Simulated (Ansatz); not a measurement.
Mo(NH)2(NH2)2 (MoN4H6). Total charge 0; singlet. Geometry B3LYP-D4/def2-SVP, basis def2-TZVP, Ansatz.

```csv
run,HOMO (eV),LUMO (eV)
A,-5.31,-1.67
B,-9.22,1.34
C,-5.58,-1.58
D,-6.57,-0.87
```

In the def2 sets Mo takes a core potential; there is no spin–orbit coupling. LC-ωPBE has ω = 0.4 bohr⁻¹. No other spin state of charge 0 was run. Another isomer (singlet) lies 0.51 eV lower at PBE0-D4/def2-TZVP; other spin states weren't run for this one.

Task: The runs used LC-ωPBE, PBE, PBE0, r2SCAN. Estimate which is which.

Result: A PBE (0 % exact exchange); B LC-ωPBE (range-separated); C r2SCAN (0 % exact exchange); D PBE0 (25 % exact exchange). Exact exchange lowers occupied and raises empty levels; among semilocal functionals meta-GGAs tend to open the gap a little, and such runs are hard to tell apart. The gap grows from 3.64 eV (PBE) to 10.56 eV (LC-ωPBE). The restricted singlet is unstable towards broken spin symmetry in Hartree–Fock (as tested in another run); at PBE-D4/def2-TZVP, LC-ωPBE/def2-TZVP, r2SCAN-D4/def2-TZVP, PBE0-D4/def2-TZVP this wasn't settled.
